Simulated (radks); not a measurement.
The numbers below are computed, except where a source is named.
Task: These are the eigenvalues of the occupied orbitals of an atom or ion with whole-number occupations (eV). Level of theory: non-relativistic Kohn-Sham, TPSS, spin-polarised, spherical densities, point nucleus; meta-GGA in the generalised Kohn-Sham scheme (a radial shooting solver on a logarithmic mesh with Libxc functionals).

1s up: -60451.66
1s down: -60451.54
2s up: -10042.97
2s down: -10042.90
2p up: -9619.143
2p down: -9619.032
3s up: -2430.236
3s down: -2428.881
3p up: -2235.503
3p down: -2234.216
3d up: -1873.867
3d down: -1872.868
4s up: -638.6558
4s down: -636.3047
4p up: -557.9868
4p down: -555.5998
4d up: -411.8732
4d down: -409.4066
5s up: -229.6824
5s down: -226.6793
4f up: -222.4523
4f down: -219.7894
5p up: -202.4440

Which element is it, and in what charge state? The configuration may be excited. Open shells, if any, are filled with parallel spins first.

Result: Z = 72, hafnium, charge +11: Hf11+ in [Kr] 4d10 4f12 5s2 5p1. The list shows which subshells hold electrons but not how many an open one holds; the 1s level, -2221.6 hartree, gives Z - s = 66.7 by -(Z - s)^2/2, which with screening narrows Z to a few neighbours, and the depths of the outer levels then fix element, charge and occupations together.
